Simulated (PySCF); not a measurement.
difluoromethane (CH$_{2}$F$_{2}$), singlet, at a GFN2-xTB geometry; CCSD/STO-3G in PySCF.

Input for PySCF:
```python
from pyscf import gto, scf, cc

mol = gto.M(
    atom='''
C     0.01968854    0.00631445    0.49889193
F    -0.03994213    1.08453031   -0.30145729
F     0.01714658   -1.09184124   -0.27616403
H    -0.87297769   -0.00966100    1.13908803
H     0.96000648    0.03757263    1.06615233
''',
    basis='sto-3g',
    verbose=4,
)

mf = scf.RHF(mol)
mf.kernel()

mycc = cc.CCSD(mf)
mycc.conv_tol = 1e-9
mycc.kernel()
print('E(CCSD) = %.10f' % mycc.e_tot)
```

Problem. Predict the main parts of the log of this PySCF run.

Solution. 
```
PySCF version 2.14.0

[INPUT] verbose = 4
[INPUT] num. atoms = 5
[INPUT] num. electrons = 26
[INPUT] charge = 0
[INPUT] spin (= nelec alpha-beta = 2S) = 0
[INPUT] symmetry False subgroup None
[INPUT] Mole.unit = angstrom
[INPUT] Symbol           X                Y                Z      unit          X                Y                Z       unit  Magmom
[INPUT]  1 C      0.019688540000   0.006314450000   0.498891930000 AA    0.037205948393   0.011932581127   0.942769113456 Bohr   0.0
[INPUT]  2 F     -0.039942130000   1.084530310000  -0.301457290000 AA   -0.075479686532   2.049465259690  -0.569671716354 Bohr   0.0
[INPUT]  3 F      0.017146580000  -1.091841240000  -0.276164030000 AA    0.032402340173  -2.063280915106  -0.521874382156 Bohr   0.0
[INPUT]  4 H     -0.872977690000  -0.009661000000   1.139088030000 AA   -1.649688746955  -0.018256644089   2.152564408470 Bohr   0.0
[INPUT]  5 H      0.960006480000   0.037572630000   1.066152330000 AA    1.814149325008   0.071001980480   2.014735910767 Bohr   0.0

nuclear repulsion = 77.840039904499
number of shells = 11
number of NR pGTOs = 51
number of NR cGTOs = 17
basis = sto-3g
ecp = {}

******** <class 'pyscf.scf.hf.RHF'> ********
method = RHF
initial guess = minao
damping factor = 0
level_shift factor = 0
DIIS = <class 'pyscf.scf.diis.CDIIS'>
diis_start_cycle = 1
diis_space = 8
diis_damp = 0
SCF conv_tol = 1e-09
SCF conv_tol_grad = None
SCF max_cycles = 50
direct_scf = True
direct_scf_tol = 1e-13
Set gradient conv threshold to 3.16228e-05
Initial guess from minao.
init E= -234.819500741559
  HOMO = -0.351592422491702  LUMO = 0.424099642636891  gap/eV = 21.10766
cycle= 1 E= -234.501334730751  delta_E= 0.318  |g|= 0.554  |ddm|= 2.54
  HOMO = -0.363691902561807  LUMO = 0.523664789009059  gap/eV = 24.14621
cycle= 2 E= -234.616461449722  delta_E= -0.115  |g|= 0.139  |ddm|= 0.903
  HOMO = -0.398043688292518  LUMO = 0.598400227593076  gap/eV = 27.11462
cycle= 3 E= -234.622880477869  delta_E= -0.00642  |g|= 0.0328  |ddm|= 0.178
  HOMO = -0.406739945425946  LUMO = 0.596464582003651  gap/eV = 27.29859
cycle= 4 E= -234.623607555028  delta_E= -0.000727  |g|= 0.00382  |ddm|= 0.087
  HOMO = -0.406077524580192  LUMO = 0.597186774200274  gap/eV = 27.30021
cycle= 5 E= -234.623616871814  delta_E= -9.32e-06  |g|= 0.000446  |ddm|= 0.00997
  HOMO = -0.406171608030168  LUMO = 0.59732358406159  gap/eV = 27.30650
cycle= 6 E= -234.623616975093  delta_E= -1.03e-07  |g|= 4.42e-05  |ddm|= 0.000996
  HOMO = -0.406178163831534  LUMO = 0.597277575580944  gap/eV = 27.30542
cycle= 7 E= -234.623616976234  delta_E= -1.14e-09  |g|= 1.08e-05  |ddm|= 9.36e-05
  HOMO = -0.406178412683817  LUMO = 0.597282049723158  gap/eV = 27.30555
cycle= 8 E= -234.623616976323  delta_E= -8.98e-11  |g|= 1.9e-06  |ddm|= 3.16e-05
  HOMO = -0.406178202436301  LUMO = 0.597281270620883  gap/eV = 27.30552
Extra cycle  E= -234.623616976325  delta_E= -1.59e-12  |g|= 7.84e-07  |ddm|= 3.6e-06
converged SCF energy = -234.623616976325

******** <class 'pyscf.cc.ccsd.CCSD'> ********
CC2 = 0
CCSD nocc = 13, nmo = 17
max_cycle = 50
direct = 0
conv_tol = 1e-09
conv_tol_normt = 1e-05
diis_space = 6
diis_start_cycle = 0
diis_start_energy_diff = 1e+09
Init t2, MP2 energy = -234.704325855754  E_corr(MP2) -0.0807088794290486
Init E_corr(CCSD) = -0.0807088794293116
cycle = 1  E_corr(CCSD) = -0.0971830937765222  dE = -0.0164742143  norm(t1,t2) = 0.0416336
cycle = 2  E_corr(CCSD) = -0.103443301429411  dE = -0.00626020765  norm(t1,t2) = 0.0144053
cycle = 3  E_corr(CCSD) = -0.106197357491998  dE = -0.00275405606  norm(t1,t2) = 0.0056623
cycle = 4  E_corr(CCSD) = -0.106617240414072  dE = -0.000419882922  norm(t1,t2) = 0.00125022
cycle = 5  E_corr(CCSD) = -0.106601394865623  dE = 1.58455484e-05  norm(t1,t2) = 0.000364122
cycle = 6  E_corr(CCSD) = -0.106606543001533  dE = -5.14813591e-06  norm(t1,t2) = 6.3024e-05
cycle = 7  E_corr(CCSD) = -0.106607496520481  dE = -9.53518948e-07  norm(t1,t2) = 2.00229e-05
cycle = 8  E_corr(CCSD) = -0.106607410567521  dE = 8.59529597e-08  norm(t1,t2) = 5.86123e-06
cycle = 9  E_corr(CCSD) = -0.106607336761201  dE = 7.380632e-08  norm(t1,t2) = 2.39029e-06
cycle = 10  E_corr(CCSD) = -0.106607335223379  dE = 1.53782195e-09  norm(t1,t2) = 4.98682e-07
cycle = 11  E_corr(CCSD) = -0.106607324007892  dE = 1.12154871e-08  norm(t1,t2) = 1.609e-07
cycle = 12  E_corr(CCSD) = -0.106607319178867  dE = 4.82902503e-09  norm(t1,t2) = 5.02629e-08
cycle = 13  E_corr(CCSD) = -0.106607318136792  dE = 1.04207482e-09  norm(t1,t2) = 2.70784e-08
cycle = 14  E_corr(CCSD) = -0.106607317073119  dE = 1.06367294e-09  norm(t1,t2) = 2.04631e-08
cycle = 15  E_corr(CCSD) = -0.106607316833319  dE = 2.39800207e-10  norm(t1,t2) = 1.60258e-08
CCSD converged
E(CCSD) = -234.7302242931582  E_corr = -0.1066073168333192
E(CCSD) = -234.7302242932
```
